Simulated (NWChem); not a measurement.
The numbers come from NWChem runs, not from measurements. System: F6P, charge 0, spin multiplicity 2, at the geometry of a parent with another charge or spin, in a state set for the comparison that need not be this species' ground state. Its SCF solution wasn't tested for a lower state. Level: UHF/def2-SVPD.

Input file:

```
start mol
memory heap 200 mb stack 900 mb global 1100 mb
geometry units angstroms nocenter noautoz
  F      0.000000     1.630853     0.000000
  P      0.000000     0.000000     0.000000
  F      0.000000     0.000000     1.630856
  F      0.000000     0.000000    -1.630856
  F      1.630854     0.000000     0.000000
  F      0.000000    -1.630853     0.000000
  F     -1.630854     0.000000     0.000000
  symmetry group D2h
end
basis spherical
  * library def2-svpd
end
scf
  uhf
  nopen 1
  maxiter 100
  thresh 1e-7
  semidirect memsize 60000000 filesize 0
  # guess.movecs holds the orbitals of an unrestricted PBE0 run
  vectors input guess.movecs output mol.movecs
end
task scf energy
```

NWChem printed:

```
             Northwest Computational Chemistry Package (NWChem) 7.3.0
             --------------------------------------------------------

                                NWChem Input Module
                                -------------------

 Scaling coordinates for geometry "geometry" by  1.889725989
 (inverse scale =  0.529177249)

 Turning off AUTOSYM since
 SYMMETRY directive was detected!

                             Geometry "geometry" -> ""
                             -------------------------

 Output coordinates in angstroms (scale by  1.889725989 to convert to a.u.)

  No.       Tag          Charge          X              Y              Z
 ---- ---------------- ---------- -------------- -------------- --------------
    1 F                    9.0000     0.00000000     1.63085300     0.00000000
    2 P                   15.0000     0.00000000     0.00000000     0.00000000
    3 F                    9.0000     0.00000000     0.00000000     1.63085600
    4 F                    9.0000     0.00000000     0.00000000    -1.63085600
    5 F                    9.0000     1.63085400     0.00000000     0.00000000
    6 F                    9.0000     0.00000000    -1.63085300     0.00000000
    7 F                    9.0000    -1.63085400     0.00000000     0.00000000

 Effective nuclear repulsion energy (a.u.)     525.2684045152

            Nuclear Dipole moment (a.u.)
            ----------------------------
        X                 Y               Z
 ---------------- ---------------- ----------------
     0.0000000000     0.0000000000     0.0000000000

      Symmetry information
      --------------------

 Group name             D2h
 Group number             26
 Group order               8
 No. of unique centers     4

      Symmetry unique atoms

     1    2    3    5


 Summary of "ao basis" -> "" (spherical)
 ------------------------------------------------------------------------------
       Tag                 Description            Shells   Functions and Types
 ---------------- ------------------------------  ------  ---------------------
 *                         def2-svpd                  on all atoms

 Summary of "ao basis" -> "ao basis" (spherical)
 ------------------------------------------------------------------------------
       Tag                 Description            Shells   Functions and Types
 ---------------- ------------------------------  ------  ---------------------
 F                         def2-svpd                 9       23   4s3p2d
 P                         def2-svpd                10       24   5s3p2d

                                 NWChem SCF Module
                                 -----------------

  ao basis        = "ao basis"
  functions       =   162
  atoms           =     7
  alpha electrons =    35
  beta  electrons =    34
  charge          =   0.00
  wavefunction    = UHF
  use symmetry    = T
  symmetry adapt  = T

 Summary of "ao basis" -> "ao basis" (spherical)
 ------------------------------------------------------------------------------
       Tag                 Description            Shells   Functions and Types
 ---------------- ------------------------------  ------  ---------------------
 F                         def2-svpd                 9       23   4s3p2d
 P                         def2-svpd                10       24   5s3p2d

      Symmetry analysis of basis
      --------------------------

        ag         42
        au          6
        b1g        14
        b1u        24
[...]
   Bfn.  Coefficient  Atom+Function         Bfn.  Coefficient  Atom+Function
  ----- ------------  ---------------      ----- ------------  ---------------
    99      0.431106  5 F  py               145      0.431106  7 F  py
   102     -0.333567  5 F  py               148     -0.333567  7 F  py
    36     -0.153670  2 P  py

 Vector   35  Occ=0.000000D+00  E=-3.191277D-01  Symmetry=b1g
              MO Center= -2.4D-16,  1.4D-16, -3.7D-26, r^2= 3.2D+00
   Bfn.  Coefficient  Atom+Function         Bfn.  Coefficient  Atom+Function
  ----- ------------  ---------------      ----- ------------  ---------------
     5      0.334794  1 F  px                99     -0.334800  5 F  py
   121     -0.334794  6 F  px               145      0.334800  7 F  py
     8     -0.264703  1 F  px               102      0.264708  5 F  py
   124      0.264703  6 F  px               148     -0.264708  7 F  py

 Vector   36  Occ=0.000000D+00  E= 8.485336D-02  Symmetry=ag
              MO Center= -4.5D-17,  4.2D-15,  2.2D-15, r^2= 1.2D+01
   Bfn.  Coefficient  Atom+Function         Bfn.  Coefficient  Atom+Function
  ----- ------------  ---------------      ----- ------------  ---------------
    28     10.807572  2 P  s                  4     -2.554539  1 F  s
    97     -2.554559  5 F  s                120     -2.554539  6 F  s
   143     -2.554559  7 F  s                 27      2.129637  2 P  s
    51     -1.895095  3 F  s                 74     -1.895095  4 F  s
    12      0.861826  1 F  py               104      0.861835  5 F  px

 Vector   37  Occ=0.000000D+00  E= 1.344369D-01  Symmetry=b3u
              MO Center=  1.1D-14,  4.1D-16,  6.6D-16, r^2= 1.3D+01
   Bfn.  Coefficient  Atom+Function         Bfn.  Coefficient  Atom+Function
  ----- ------------  ---------------      ----- ------------  ---------------
    97      2.047434  5 F  s                143     -2.047434  7 F  s
   104     -1.637457  5 F  px               150     -1.637457  7 F  px
    35     -1.007072  2 P  px                11     -0.536581  1 F  px
   127     -0.536581  6 F  px                58     -0.508389  3 F  px
    81     -0.508389  4 F  px

 center of mass
 --------------
 x =   0.00000000 y =   0.00000000 z =   0.00000000

 moments of inertia (a.u.)
 ------------------
         721.780463393519           0.000000000000           0.000000000000
           0.000000000000         721.780905971334           0.000000000000
           0.000000000000           0.000000000000         721.779578237076

  Mulliken analysis of the total density
  --------------------------------------

    Atom       Charge   Shell Charges
 -----------   ------   -------------------------------------------------------
    1 F    9     9.65   1.99  1.14  0.86  0.12  3.28  2.07  0.16  0.01  0.02
    2 P   15    10.74   2.00  1.99  0.99 -0.86 -0.15  5.94  1.09 -0.55  0.89 -0.61
    3 F    9     9.84   1.99  1.12  0.88  0.17  3.33  2.17  0.18  0.01  0.00
    4 F    9     9.84   1.99  1.12  0.88  0.17  3.33  2.17  0.18  0.01  0.00
    5 F    9     9.65   1.99  1.14  0.86  0.12  3.28  2.07  0.16  0.01  0.02
    6 F    9     9.65   1.99  1.14  0.86  0.12  3.28  2.07  0.16  0.01  0.02
    7 F    9     9.65   1.99  1.14  0.86  0.12  3.28  2.07  0.16  0.01  0.02

  Mulliken analysis of the alpha density
  --------------------------------------

    Atom       Charge   Shell Charges
 -----------   ------   -------------------------------------------------------
    1 F    9     4.97   1.00  0.58  0.43  0.06  1.77  1.06  0.07  0.00  0.00
    2 P   15     5.27   1.00  0.99  0.49 -0.43 -0.07  2.97  0.54 -0.32  0.43 -0.33
    3 F    9     4.92   1.00  0.56  0.44  0.08  1.66  1.09  0.09  0.00  0.00
    4 F    9     4.92   1.00  0.56  0.44  0.08  1.66  1.09  0.09  0.00  0.00
    5 F    9     4.97   1.00  0.58  0.43  0.06  1.77  1.06  0.07  0.00  0.00
    6 F    9     4.97   1.00  0.58  0.43  0.06  1.77  1.06  0.07  0.00  0.00
    7 F    9     4.97   1.00  0.58  0.43  0.06  1.77  1.06  0.07  0.00  0.00

   Mulliken analysis of the beta density
   -------------------------------------

    Atom       Charge   Shell Charges
 -----------   ------   -------------------------------------------------------
    1 F    9     4.67   1.00  0.56  0.44  0.06  1.51  1.01  0.09  0.00  0.01
    2 P   15     5.47   1.00  0.99  0.50 -0.42 -0.07  2.97  0.56 -0.24  0.46 -0.28
    3 F    9     4.92   1.00  0.56  0.44  0.08  1.67  1.08  0.09  0.00  0.00
    4 F    9     4.92   1.00  0.56  0.44  0.08  1.67  1.08  0.09  0.00  0.00
    5 F    9     4.67   1.00  0.56  0.44  0.06  1.51  1.01  0.09  0.00  0.01
    6 F    9     4.67   1.00  0.56  0.44  0.06  1.51  1.01  0.09  0.00  0.01
    7 F    9     4.67   1.00  0.56  0.44  0.06  1.51  1.01  0.09  0.00  0.01

   Mulliken analysis of the spin density
   -------------------------------------

    Atom       Charge   Shell Charges
 -----------   ------   -------------------------------------------------------
    1 F    9     0.30  -0.00  0.02 -0.01  0.01  0.26  0.05 -0.01 -0.00 -0.01
    2 P   15    -0.20  -0.00 -0.00 -0.01 -0.01 -0.00 -0.00 -0.02 -0.08 -0.03 -0.05
    3 F    9    -0.00  -0.00 -0.00  0.00 -0.00 -0.01  0.00  0.00 -0.00  0.00
    4 F    9    -0.00  -0.00 -0.00  0.00 -0.00 -0.01  0.00  0.00 -0.00  0.00
    5 F    9     0.30  -0.00  0.02 -0.01  0.01  0.26  0.05 -0.01 -0.00 -0.01
    6 F    9     0.30  -0.00  0.02 -0.01  0.01  0.26  0.05 -0.01 -0.00 -0.01
    7 F    9     0.30  -0.00  0.02 -0.01  0.01  0.26  0.05 -0.01 -0.00 -0.01

       Multipole analysis of the density wrt the origin
       ------------------------------------------------

     L   x y z        total         alpha         beta         nuclear
     -   - - -        -----         -----         ----         -------
     0   0 0 0     -0.000000    -35.000000    -34.000000     69.000000

     1   1 0 0     -0.000000      0.000000     -0.000000      0.000000
     1   0 1 0      0.000000      0.000000     -0.000000      0.000000
     1   0 0 1      0.000000      0.000000      0.000000      0.000000

     2   2 0 0    -31.241059   -103.694656    -98.508700    170.962296
     2   1 1 0     -0.000000      0.000000     -0.000000      0.000000
     2   1 0 1      0.000000      0.000000      0.000000      0.000000
     2   0 2 0    -31.241188   -103.694504    -98.508771    170.962087
     2   0 1 1      0.000000     -0.000000      0.000000      0.000000
     2   0 0 2    -34.668700   -102.687500   -102.943916    170.962716

 Task  times  cpu:        5.1s     wall:        5.1s

 Total times  cpu:        5.2s     wall:        5.2s
```
